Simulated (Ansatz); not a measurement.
A nudged elastic band was laid between two geometries of C₂H₅B₂NO (11 atoms, charge 0, multiplicity 1).

Method: RKS revPBE-D4/STO-3G (Ansatz 0.2.0).

```
movable images  : 7
climbing image  : yes
spring          : 5.0 eV/Å²
optimiser       : quadratic models (default)
start path      : IDPP
force threshold : 0.03 eV/Å
iteration limit : 60
end points      : relaxed
```

Image 0:

```xyz
11
Properties=species:S:1:pos:R:3
C 2.787 -0.037 0.142
C 1.696 -0.589 -0.003
B 0.317 -1.192 -0.170
B -1.039 -0.206 -0.086
N -0.865 1.190 0.147
O -2.304 -0.784 -0.246
H 3.766 0.423 0.268
H 0.253 -2.363 -0.354
H 0.084 1.614 0.264
H -1.627 1.910 0.221
H -3.003 -0.024 -0.163
```

Image 8:

```xyz
11
Properties=species:S:1:pos:R:3
C 2.781 -0.036 0.146
C 1.693 -0.592 -0.001
B 0.315 -1.196 -0.170
B -1.040 -0.207 -0.085
N -0.859 1.190 0.140
O -2.308 -0.782 -0.235
H 3.759 0.429 0.273
H 0.250 -2.366 -0.360
H -1.616 1.914 0.213
H 0.094 1.608 0.251
H -3.004 -0.019 -0.151
```

Which bonds break or form, and what moves?

No bond is made or broken. The height of N5 over the plane of its neighbours goes from 0.00 to 0.00 Å. The two ends are copies of one structure, up to a mirror image or an exchange of like atoms.

What energy profile does the band end with?

The forces met the threshold. The highest image is number 4 of 0 to 8, 63.4 kJ/mol above the ends, which have the same energy within 2 meV. A vibrational analysis at the climbing image gives one clearly imaginary mode, 312i cm⁻¹: a first-order saddle point. Limits of this set-up: minimal basis.

```tsv
image	path coordinate (Å)	energy (kJ/mol)	height of N5 over the plane of its neighbours (Å)
0	0.00	0.0	0.00
1	1.06	2.0	0.02
2	2.12	6.8	0.06
3	3.18	35.5	0.32
4	4.24	63.4	0.48
5	5.54	26.3	0.24
6	6.84	8.9	-0.03
7	8.14	2.9	-0.03
8	9.44	0.0	0.00
```

What is the geometry of the highest image?


```xyz
11
Properties=species:S:1:pos:R:3:forces:R:3
C 2.831 -0.266 -0.248 0.00 -0.01 0.01
C 1.645 -0.482 -0.497 -0.01 0.02 -0.01
B 0.179 -0.731 -0.756 0.00 -0.01 0.00
B -0.959 -0.290 0.356 0.00 0.01 0.00
N -1.404 1.184 0.292 0.00 -0.01 0.00
O -1.555 -1.058 1.319 0.00 0.00 0.01
H 3.884 -0.083 -0.035 0.00 0.00 0.00
H -0.136 -1.067 -1.852 0.00 0.00 0.00
H -0.513 1.776 0.354 0.00 0.00 0.00
H -1.694 1.380 -0.721 0.00 0.00 0.00
H -2.213 -0.421 1.809 0.00 0.00 0.00
```

What are the harmonic wavenumbers there?

312i, 72, 107, 176, 309, 339, 373, 547, 602, 729, 759, 797, 823, 877, 969, 1011, 1120, 1206, 1285, 1533, 1791, 2188, 2906, 3366, 3518, 3525, 3577 cm⁻¹.

The run took 6.9 min on 1 thread of Arm Neoverse V2 (shared host), peak memory 0.095 GiB.
